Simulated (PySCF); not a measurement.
Harmonic spectrum computed at PBE0 in the def2-TZVP basis family (core potentials from Rb on, PySCF, no spin–orbit coupling):

```
symmetry  ω (cm⁻¹)  IR (km/mol, summed over degenerate members)
      πu       298                                          101
     σg+      1140                                          0.0
     σu+      1623                                         27.1
```

Task: Which molecule gave it? In each, all ligands are bound to the one heavy central atom.
A. SO₂⁺ (doublet)
B. SbO₂⁺ (singlet)
C. PO₂⁺ (singlet)
D. AsO₂⁺ (singlet)

Result: C. It has D∞h symmetry with P–O 1.430 Å (×2).
